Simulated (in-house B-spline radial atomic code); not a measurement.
Computed with a B-spline radial atomic code. Model: two electrons, singlet ground state, non-relativistic, full CI in B-splines with partial waves to l = 8 (at full coupling up to 3e-4 hartree above the limit, correlation up to 0.6 % small), density held at that of full coupling by Lieb maximisation.

W(λ) is the mean repulsion in the state of coupling λ less the Hartree energy of the fixed density. Its start is exact exchange, its initial slope is twice the second-order Görling-Levy correlation energy, and its area from 0 to 1 is E_xc. A straight curve means weak, dynamic correlation, and a curve that drops fast and flattens means strong correlation.

Command:
```bash
python run_ac.py task.json out
```
Settings (lengths in bohr, energies in hartree):
```
potential              dot
strength               2.42
lmax                   8
second                 3
```

Run time, properties included: 9.9 s on 1 thread of Intel(R) Xeon(R) Processor @ 2.30GHz, on a shared host.

**W = mean repulsion less Hartree energy, and W of three functionals.**

Given: confinement charge in harmonic well; well frequency 2.42 hartree; nuclear charge 3; external potential omega^2 r^2/2 - Z/r.

Computed: PBE exchange minus exact 57.102 millihartree; SCAN exchange minus exact 6.1839 millihartree.

| coupling | W xc (hartree) | W xc minus exchange (millihartree) | kinetic minus Kohn-Sham (millihartree) | LDA (PW92) W minus its exchange (millihartree) | PBE W minus its exchange (millihartree) | SCAN W minus its exchange (millihartree) |
| --- | --- | --- | --- | --- | --- | --- |
| 0 | -2.0178 | 0 | 0 | 0 | 0 | 0 |
| 0.02 | ? | ? | ? | ? | ? | ? |
| 0.05 | -2.0224 | -4.566 | 0.1 | -28.37 | -5.22 | -4.61 |
| 0.12 | -2.0287 | -10.872 | 0.6 | -55.76 | -12.56 | -10.89 |
| 0.25 | -2.0401 | -22.324 | 2.8 | -95.52 | -26.06 | -22.15 |
| 0.4 | -2.0529 | -35.133 | 6.9 | -132.68 | -41.28 | -34.61 |
| 0.6 | -2.0694 | -51.573 | 15.1 | -174.14 | -60.87 | -50.45 |
| 0.8 | ? | ? | ? | ? | ? | ? |
| 1 | -2.1002 | -82.419 | 39.7 | -241.09 | -97.57 | -79.92 |
| 1.4 | -2.1286 | -110.81 | 73.7 | -295.21 | -131.15 | -106.89 |
| 2 | -2.1672 | -149.39 | 139.1 | -361.7 | -176.44 | -143.46 |
| 3 | -2.2226 | -204.8 | 276.7 | -448.4 | -240.99 | -196.17 |
| 4.5 | -2.2897 | -271.91 | 526.3 | -545.39 | -318.96 | -260.78 |
| 7 | -2.3725 | -354.72 | 996.4 | -659.25 | -416.24 | -342.35 |
| 10 | -2.4421 | -424.31 | 1581.7 | -753.84 | -500.48 | -412.87 |

Q: What belongs in the row 0.02?

A: W xc (hartree): -2.0196; W xc minus exchange (millihartree): -1.832; kinetic minus Kohn-Sham (millihartree): 0; LDA (PW92) W minus its exchange (millihartree): -13.56; PBE W minus its exchange (millihartree): -2.08; SCAN W minus its exchange (millihartree): -1.86.

Q: What belongs in the row 0.8?

A: W xc (hartree): -2.0851; W xc minus exchange (millihartree): -67.321; kinetic minus Kohn-Sham (millihartree): 26.1; LDA (PW92) W minus its exchange (millihartree): -209.68; PBE W minus its exchange (millihartree): -79.63; SCAN W minus its exchange (millihartree): -65.53.

Q: What is the LDA exchange minus exact?

A: 292.59 millihartree.

**Energy parts, natural occupations and partial-wave weights.**

Computed: total energy -5.3726 hartree; exchange energy -2.0178 hartree; kinetic part of the DFT correlation energy 0.039721 hartree; initial slope twice GL2 -0.091827 hartree; kinetic part over minus potential part 0.48194; Hartree energy 4.0356 hartree; Lieb Oxford ratio E_xc over LDA exchange 1.1943.

| natural | occupation of the shell (electrons) |
| --- | --- |
| s | 1.9959 |
| p | ? |
| s | 0.0010197 |
| d | 0.00013878 |
| p | 7.2956e-05 |
| s | 1.8581e-05 |

Q: What belongs in the row p?

A: occupation of the shell (electrons): 0.0028368.

| wave | weight |
| --- | --- |
| s | 0.99845 |
| p | ? |
| d | 7.6003e-05 |
| f | 1.0749e-05 |
| g | 2.5263e-06 |

Q: What belongs in the row p?

A: weight: 0.0014579.

Q: What is the Kohn-Sham kinetic?

A: 10.042 hartree.

Q: What is the correlation energy?

A: -0.042698 hartree.

Half-way to full coupling W has made 53 % of its drop, against 50 % for a straight line, and second-order (GL2) theory, half the initial slope, overshoots the correlation energy by about 7 %: correlation is weak here. Over couplings 0 to 1 the errors in E_xc come to about +190 millihartree for LDA, +49 millihartree for PBE, +7.1 millihartree for SCAN, so SCAN is nearest. In LDA and PBE the errors of exchange and correlation have opposite signs, so the sum is smaller than the larger of the two.
